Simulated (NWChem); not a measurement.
Molecule: SnHCl₃; SMILES [Cl][SnH]([Cl])[Cl]

All runs: NWChem. Structure relaxed at the PBE0/def2-SVP level. def2 effective core potentials on Sn; no spin-orbit coupling.

What does the run give for LC-BLYP (range parameter 0.33 per bohr)/def2-SVP? Quantities: highest occupied level (eV); orbital gap (eV); dipole (D).


| Item | Result |
|---|---|
| highest occupied level (eV) | -11.37 |
| orbital gap (eV) | 11.05 |
| dipole (D) | 2.16 |
